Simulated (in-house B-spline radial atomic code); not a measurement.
A run on neutral promethium that did not converge. Method: scalar-relativistic (X2C) BHandHLYP, spin-polarised, spherical fractional occupations, Fermi nucleus of rms radius 4.962 fm; computed with a B-spline radial code for spherical atoms. In the input, 2p2,3 would mean two up and three down electrons.

Command:
```bash
python run_scf.py task.json out
```
Settings (nuclear radius in fm, mass in u):
```
Z                61
configuration    1s2 2s2 2p6 3s2 3p6 3d10 4s2 4p6 4d10 4f4,1 5s2 5p6 6s2
hamiltonian      x2c
method           bhandhlyp
spin_polarised   True
nucleus          fermi
rms_radius       4.962
atomic_mass      144.91276
speed_of_light   137.035999084
```

First and last ten iterations of the last attempt (damped for 15 steps, keeping 80 % of the old Fock matrix, then DIIS):
```
 iter        energy (Eh)    residual
    1      -10002.464719    5.59e-01
    2      -10004.013276    6.68e-01
    3      -10011.603887    4.44e-01
    4      -10015.562908    2.76e-01
    5      -10017.531899    1.81e-01
    6      -10018.461777    1.13e-01
    7      -10018.878606    7.18e-02
    8      -10019.057767    4.72e-02
    9      -10019.134043    3.07e-02
   10      -10019.168475    2.25e-02
  111      -10019.151428    2.53e-02
  112      -10019.150290    2.56e-02
  113      -10019.091177    3.14e-02
  114      -10019.089518    3.16e-02
  115      -10019.089755    3.16e-02
  116      -10019.088671    3.18e-02
  117      -10019.090970    3.14e-02
  118      -10019.092964    3.11e-02
  119      -10019.093260    3.11e-02
  120      -10019.093801    3.10e-02
 not converged after 120 iterations
```

The smallest residual met was 2.1e-03; the threshold is about 6e-07. No energy from this run should be used. Run time, properties included: 12 s on 1 thread of Arm Neoverse V1 (shared host).
